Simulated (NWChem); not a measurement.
# C3HClF2; SMILES C(=CF)=C(F)Cl

All runs: NWChem. Coordinates come from a PBE-D3(BJ)/def2-SVP optimisation. Level MN15/def2-SVP: energy and gradient on several grids; changes count from the extra-fine grid, which is no exact limit either.

Q: Which is the coarsest grid (medium; coarse; xcoarse; xfine; fine) from which on the energy stays within 50 μHa and each gradient component within 100 μHa/bohr of xfine?

A: medium.
| grid | size of the energy change (μHa) | largest change of a gradient component (μHa/bohr) | time, medium = 1 (rough) |
|---|---|---|---|
| xcoarse | 80000 | 3000 | about 1 |
| coarse | 3000 | 200 | about 1 |
| medium | 20 | 30 | about 1 |
| fine | < 10 | < 30 | about 1 |
| xfine | < 10 | < 30 | 3 |
